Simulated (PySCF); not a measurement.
Spectrum to structure. Method: TDDFT wB97X-D/def2-SVPD, vertical, gas phase, core orbitals frozen in the response in PySCF. Geometries: PBE0-D3(BJ)/def2-SVP, one conformer each.

```
state  E (eV)       f
   S1    5.86  0.0018
   S2    6.21  0.0026
   S3    6.32  0.0026
   S4    6.98   0.017
   S5    7.58   0.035
   S6    7.63   0.055
   S7    8.07   0.128
   S8    8.19   0.101
   S9    8.29   0.027
  S10    8.31   0.053
```

Orbital energies (eV): HOMO-3 -10.83, HOMO-2 -10.33, HOMO-1 -10.10, HOMO -9.72, LUMO 1.36, LUMO+1 1.77, LUMO+2 2.34.

Question: Which structure fits? All have the formula C5H8OSi.
A. `[SiH3]OC1=CC=CC1`
B. `C1CO[Si@H](C1)C#C`
C. `C=CC#C[SiH2]OC`
D. `[SiH2]1C(OC)=CC=C1`
E. `C(#CC)/C=C/O[SiH3]`

Answer: B. Its S1, at 5.86 eV, is the highest among the candidates; the nearest of the others has S1 at 5.41 eV. S1 is HOMO-1→LUMO (48%), HOMO→LUMO (29%). Löwdin shares by element: HOMO carbon 36% or more, oxygen 30% (atoms not listed hold the other 34%); LUMO carbon 52% or more, silicon 22%, oxygen 6% (atoms not listed hold the other 20%). At the same level the other candidates give, for their lowest levels:
- `CC#C/C=C/O[SiH3]`: 5.41 eV (f 0.423); 5.61 eV (f 0.000); 5.77 eV (f 0.001); 6.09 eV (f 0.001); 6.39 eV (f 0.000); T1 3.44 eV; HOMO -7.93, LUMO 1.41 eV
- `COC1=CC=C[SiH2]1`: 4.09 eV (f 0.095); 5.89 eV (f 0.000); 6.00 eV (f 0.005); 6.05 eV (f 0.001); 6.62 eV (f 0.005); T1 2.60 eV; HOMO -7.83, LUMO 0.55 eV
- `[SiH3]OC1=CC=CC1`: 4.75 eV (f 0.125); 5.59 eV (f 0.000); 6.11 eV (f 0.001); 6.73 eV (f 0.013); 6.77 eV (f 0.011); T1 2.98 eV; HOMO -7.58, LUMO 1.40 eV
- `C=CC#C[SiH2]OC`: 5.14 eV (f 0.040); 5.31 eV (f 0.212); 5.47 eV (f 0.030); 6.86 eV (f 0.054); 7.04 eV (f 0.710); T1 3.36 eV; HOMO -9.02, LUMO 0.32 eV
Triplets come from the Tamm–Dancoff approximation.
